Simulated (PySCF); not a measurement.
H2N, charge -1, singlet, at a GFN2-xTB geometry, with bond 2-1 at 2.0 times its length; CAMB3LYP/def2-TZVP (PySCF).

Input for PySCF:
```python
from pyscf import gto, scf, dft

mol = gto.Mole()
mol.atom = '''
    N    -0.001861    0.105267    0.105249
    H     1.635921   -0.777915   -0.877559
    H    -0.804005   -0.400542   -0.350586
'''
mol.basis = 'def2-tzvp'
mol.charge = -1
mol.spin = 0
mol.verbose = 4
mol.build()

mf = dft.RKS(mol)
mf.xc = 'camb3lyp'
mf.diis = False
mf.max_cycle = 100
mf.kernel()
```

Problem. Write the output that PySCF gives for this input, abridged.

Solution. 
```
PySCF version 2.14.0

[INPUT] verbose = 4
[INPUT] num. atoms = 3
[INPUT] num. electrons = 10
[INPUT] charge = -1
[INPUT] spin (= nelec alpha-beta = 2S) = 0
[INPUT] symmetry False subgroup None
[INPUT] Mole.unit = angstrom
[INPUT] Symbol           X                Y                Z      unit          X                Y                Z       unit  Magmom
[...]
nuclear repulsion = 5.49046735655343
number of shells = 19
number of NR pGTOs = 62
number of NR cGTOs = 43
basis = def2-tzvp
ecp = {}

******** <class 'pyscf.dft.rks.RKS'> ********
method = RKS
initial guess = minao
damping factor = 0
level_shift factor = 0
DIIS disabled
SCF conv_tol = 1e-09
SCF conv_tol_grad = None
SCF max_cycles = 100
direct_scf = True
direct_scf_tol = 1e-13
XC library pyscf.dft.libxc version 7.1.2
    S. Lehtola, C. Steigemann, M. J. T. Oliveira, and M. A. L. Marques,  SoftwareX 7, 1–5 (2018)
XC functionals = camb3lyp
    T. Yanai, D. P. Tew, and N. C. Handy,  Chem. Phys. Lett. 393, 51 (2004)
radial grids:
    Treutler-Ahlrichs [JCP 102, 346 (1995); DOI:10.1063/1.469408] (M4) radial grids

becke partition: Becke, JCP 88, 2547 (1988); DOI:10.1063/1.454033
pruning grids: <function nwchem_prune>
grids dens level: 3
symmetrized grids: False
atomic radii adjust function: <function treutler_atomic_radii_adjust>
small_rho_cutoff = 0
Set gradient conv threshold to 3.16228e-05
Initial guess from minao.
tot grids = 33520
init E= -55.3561682941512
[...]
cycle= 1 E= -55.5597575261844  delta_E= -0.204  |g|= 0.732  |ddm|= 1.05
[...]
cycle= 2 E= -55.3151077467965  delta_E= 0.245  |g|= 1.19  |ddm|=  2.3
[...]
cycle= 3 E= -54.1194879516184  delta_E=  1.2  |g|= 2.59  |ddm|= 2.71
[...]
cycle= 4 E= -50.4713613407322  delta_E= 3.65  |g|=  2.6  |ddm|= 23.9
[...]
cycle= 5 E= -50.3085402420328  delta_E= 0.163  |g|= 4.98  |ddm|=   24
[...]
cycle= 6 E= -48.4875771981424  delta_E= 1.82  |g|= 2.62  |ddm|= 41.9
[...]
cycle= 7 E= -49.2613796853397  delta_E= -0.774  |g|= 5.44  |ddm|= 41.9
[...]
cycle= 8 E= -48.3141731128281  delta_E= 0.947  |g|= 2.63  |ddm|= 42.9
[...]
cycle= 9 E= -49.1595480979577  delta_E= -0.845  |g|= 5.48  |ddm|= 42.9
[...]
cycle= 10 E= -48.3001455814787  delta_E= 0.859  |g|= 2.63  |ddm|= 42.9
[...]
cycle= 11 E= -49.1502767128366  delta_E= -0.85  |g|= 5.48  |ddm|= 42.9
[...]
cycle= 12 E= -48.2990469387761  delta_E= 0.851  |g|= 2.63  |ddm|= 42.9
[...]
cycle= 13 E= -49.1493716897777  delta_E= -0.85  |g|= 5.48  |ddm|= 42.9
[...]
cycle= 14 E= -48.2989628870677  delta_E= 0.85  |g|= 2.63  |ddm|= 42.9
[...]
cycle= 15 E= -49.1492755727189  delta_E= -0.85  |g|= 5.48  |ddm|= 42.9
[...]
cycle= 16 E= -48.2989567396651  delta_E= 0.85  |g|= 2.63  |ddm|= 42.9
[...]
cycle= 17 E= -49.1492644484884  delta_E= -0.85  |g|= 5.48  |ddm|= 42.9
[...]
cycle= 18 E= -48.2989563331239  delta_E= 0.85  |g|= 2.63  |ddm|= 42.9
[...]
cycle= 19 E= -49.1492630607774  delta_E= -0.85  |g|= 5.48  |ddm|= 42.9
[...]
cycle= 20 E= -48.298956313099  delta_E= 0.85  |g|= 2.63  |ddm|= 42.9
[...]
cycle= 21 E= -49.1492628775846  delta_E= -0.85  |g|= 5.48  |ddm|= 42.9
[...]
cycle= 22 E= -48.2989563133215  delta_E= 0.85  |g|= 2.63  |ddm|= 42.9
[...]
cycle= 23 E= -49.1492628524607  delta_E= -0.85  |g|= 5.48  |ddm|= 42.9
[...]
cycle= 24 E= -48.2989563136038  delta_E= 0.85  |g|= 2.63  |ddm|= 42.9
[...]
cycle= 25 E= -49.1492628489322  delta_E= -0.85  |g|= 5.48  |ddm|= 42.9
[...]
cycle= 26 E= -48.2989563136649  delta_E= 0.85  |g|= 2.63  |ddm|= 42.9
[...]
cycle= 27 E= -49.1492628484293  delta_E= -0.85  |g|= 5.48  |ddm|= 42.9
[...]
cycle= 28 E= -48.2989563136759  delta_E= 0.85  |g|= 2.63  |ddm|= 42.9
[...]
cycle= 29 E= -49.1492628483572  delta_E= -0.85  |g|= 5.48  |ddm|= 42.9
[...]
cycle= 30 E= -48.2989563136777  delta_E= 0.85  |g|= 2.63  |ddm|= 42.9
[...]
cycle= 31 E= -49.1492628483467  delta_E= -0.85  |g|= 5.48  |ddm|= 42.9
[...]
cycle= 32 E= -48.2989563136781  delta_E= 0.85  |g|= 2.63  |ddm|= 42.9
[...]
cycle= 33 E= -49.1492628483455  delta_E= -0.85  |g|= 5.48  |ddm|= 42.9
[...]
cycle= 34 E= -48.2989563136784  delta_E= 0.85  |g|= 2.63  |ddm|= 42.9
[...]
cycle= 35 E= -49.1492628483453  delta_E= -0.85  |g|= 5.48  |ddm|= 42.9
[...]
cycle= 36 E= -48.2989563136779  delta_E= 0.85  |g|= 2.63  |ddm|= 42.9
[...]
cycle= 37 E= -49.1492628483452  delta_E= -0.85  |g|= 5.48  |ddm|= 42.9
[...]
cycle= 38 E= -48.2989563136783  delta_E= 0.85  |g|= 2.63  |ddm|= 42.9
[...]
cycle= 39 E= -49.1492628483452  delta_E= -0.85  |g|= 5.48  |ddm|= 42.9
[...]
cycle= 40 E= -48.2989563136783  delta_E= 0.85  |g|= 2.63  |ddm|= 42.9
[...]
cycle= 41 E= -49.1492628483452  delta_E= -0.85  |g|= 5.48  |ddm|= 42.9
[...]
cycle= 42 E= -48.2989563136778  delta_E= 0.85  |g|= 2.63  |ddm|= 42.9
[...]
cycle= 43 E= -49.1492628483451  delta_E= -0.85  |g|= 5.48  |ddm|= 42.9
[...]
cycle= 44 E= -48.2989563136783  delta_E= 0.85  |g|= 2.63  |ddm|= 42.9
[...]
cycle= 45 E= -49.1492628483452  delta_E= -0.85  |g|= 5.48  |ddm|= 42.9
[...]
cycle= 46 E= -48.2989563136782  delta_E= 0.85  |g|= 2.63  |ddm|= 42.9
[...]
cycle= 47 E= -49.1492628483452  delta_E= -0.85  |g|= 5.48  |ddm|= 42.9
[...]
cycle= 48 E= -48.2989563136779  delta_E= 0.85  |g|= 2.63  |ddm|= 42.9
[...]
cycle= 49 E= -49.1492628483452  delta_E= -0.85  |g|= 5.48  |ddm|= 42.9
[...]
cycle= 50 E= -48.2989563136781  delta_E= 0.85  |g|= 2.63  |ddm|= 42.9
[...]
cycle= 51 E= -49.1492628483451  delta_E= -0.85  |g|= 5.48  |ddm|= 42.9
[...]
cycle= 52 E= -48.298956313678  delta_E= 0.85  |g|= 2.63  |ddm|= 42.9
[...]
cycle= 53 E= -49.1492628483452  delta_E= -0.85  |g|= 5.48  |ddm|= 42.9
[...]
cycle= 54 E= -48.2989563136787  delta_E= 0.85  |g|= 2.63  |ddm|= 42.9
[...]
cycle= 55 E= -49.1492628483452  delta_E= -0.85  |g|= 5.48  |ddm|= 42.9
[...]
cycle= 56 E= -48.2989563136782  delta_E= 0.85  |g|= 2.63  |ddm|= 42.9
[...]
cycle= 57 E= -49.1492628483453  delta_E= -0.85  |g|= 5.48  |ddm|= 42.9
[...]
cycle= 58 E= -48.298956313678  delta_E= 0.85  |g|= 2.63  |ddm|= 42.9
[...]
cycle= 59 E= -49.1492628483452  delta_E= -0.85  |g|= 5.48  |ddm|= 42.9
[...]
cycle= 60 E= -48.2989563136786  delta_E= 0.85  |g|= 2.63  |ddm|= 42.9
[...]
cycle= 61 E= -49.1492628483451  delta_E= -0.85  |g|= 5.48  |ddm|= 42.9
[...]
cycle= 62 E= -48.2989563136776  delta_E= 0.85  |g|= 2.63  |ddm|= 42.9
[...]
cycle= 63 E= -49.1492628483452  delta_E= -0.85  |g|= 5.48  |ddm|= 42.9
[...]
cycle= 64 E= -48.2989563136782  delta_E= 0.85  |g|= 2.63  |ddm|= 42.9
[...]
cycle= 65 E= -49.1492628483452  delta_E= -0.85  |g|= 5.48  |ddm|= 42.9
[...]
cycle= 66 E= -48.2989563136782  delta_E= 0.85  |g|= 2.63  |ddm|= 42.9
[...]
cycle= 67 E= -49.1492628483452  delta_E= -0.85  |g|= 5.48  |ddm|= 42.9
[...]
cycle= 68 E= -48.2989563136778  delta_E= 0.85  |g|= 2.63  |ddm|= 42.9
[...]
cycle= 69 E= -49.1492628483452  delta_E= -0.85  |g|= 5.48  |ddm|= 42.9
[...]
cycle= 70 E= -48.2989563136784  delta_E= 0.85  |g|= 2.63  |ddm|= 42.9
[...]
cycle= 71 E= -49.1492628483451  delta_E= -0.85  |g|= 5.48  |ddm|= 42.9
[...]
cycle= 72 E= -48.2989563136783  delta_E= 0.85  |g|= 2.63  |ddm|= 42.9
[...]
cycle= 73 E= -49.1492628483452  delta_E= -0.85  |g|= 5.48  |ddm|= 42.9
[...]
cycle= 74 E= -48.2989563136784  delta_E= 0.85  |g|= 2.63  |ddm|= 42.9
[...]
cycle= 75 E= -49.1492628483451  delta_E= -0.85  |g|= 5.48  |ddm|= 42.9
[...]
cycle= 76 E= -48.2989563136781  delta_E= 0.85  |g|= 2.63  |ddm|= 42.9
[...]
cycle= 77 E= -49.1492628483451  delta_E= -0.85  |g|= 5.48  |ddm|= 42.9
[...]
cycle= 78 E= -48.2989563136783  delta_E= 0.85  |g|= 2.63  |ddm|= 42.9
[...]
cycle= 79 E= -49.1492628483452  delta_E= -0.85  |g|= 5.48  |ddm|= 42.9
[...]
cycle= 80 E= -48.2989563136781  delta_E= 0.85  |g|= 2.63  |ddm|= 42.9
[...]
cycle= 81 E= -49.1492628483452  delta_E= -0.85  |g|= 5.48  |ddm|= 42.9
[...]
cycle= 82 E= -48.2989563136786  delta_E= 0.85  |g|= 2.63  |ddm|= 42.9
[...]
cycle= 83 E= -49.149262848345  delta_E= -0.85  |g|= 5.48  |ddm|= 42.9
[...]
cycle= 84 E= -48.2989563136781  delta_E= 0.85  |g|= 2.63  |ddm|= 42.9
[...]
cycle= 85 E= -49.1492628483452  delta_E= -0.85  |g|= 5.48  |ddm|= 42.9
[...]
cycle= 86 E= -48.2989563136779  delta_E= 0.85  |g|= 2.63  |ddm|= 42.9
[...]
cycle= 87 E= -49.1492628483451  delta_E= -0.85  |g|= 5.48  |ddm|= 42.9
[...]
cycle= 88 E= -48.2989563136782  delta_E= 0.85  |g|= 2.63  |ddm|= 42.9
[...]
cycle= 89 E= -49.1492628483452  delta_E= -0.85  |g|= 5.48  |ddm|= 42.9
[...]
cycle= 90 E= -48.2989563136781  delta_E= 0.85  |g|= 2.63  |ddm|= 42.9
[...]
cycle= 91 E= -49.1492628483451  delta_E= -0.85  |g|= 5.48  |ddm|= 42.9
[...]
cycle= 92 E= -48.2989563136788  delta_E= 0.85  |g|= 2.63  |ddm|= 42.9
[...]
cycle= 93 E= -49.1492628483451  delta_E= -0.85  |g|= 5.48  |ddm|= 42.9
[...]
cycle= 94 E= -48.2989563136784  delta_E= 0.85  |g|= 2.63  |ddm|= 42.9
[...]
cycle= 95 E= -49.1492628483451  delta_E= -0.85  |g|= 5.48  |ddm|= 42.9
[...]
cycle= 96 E= -48.2989563136786  delta_E= 0.85  |g|= 2.63  |ddm|= 42.9
[...]
cycle= 97 E= -49.1492628483451  delta_E= -0.85  |g|= 5.48  |ddm|= 42.9
[...]
cycle= 98 E= -48.2989563136779  delta_E= 0.85  |g|= 2.63  |ddm|= 42.9
[...]
cycle= 99 E= -49.149262848345  delta_E= -0.85  |g|= 5.48  |ddm|= 42.9
[...]
cycle= 100 E= -48.2989563136777  delta_E= 0.85  |g|= 2.63  |ddm|= 42.9
SCF not converged.
SCF energy = -48.2989563136777
```

Convergence was not reached.
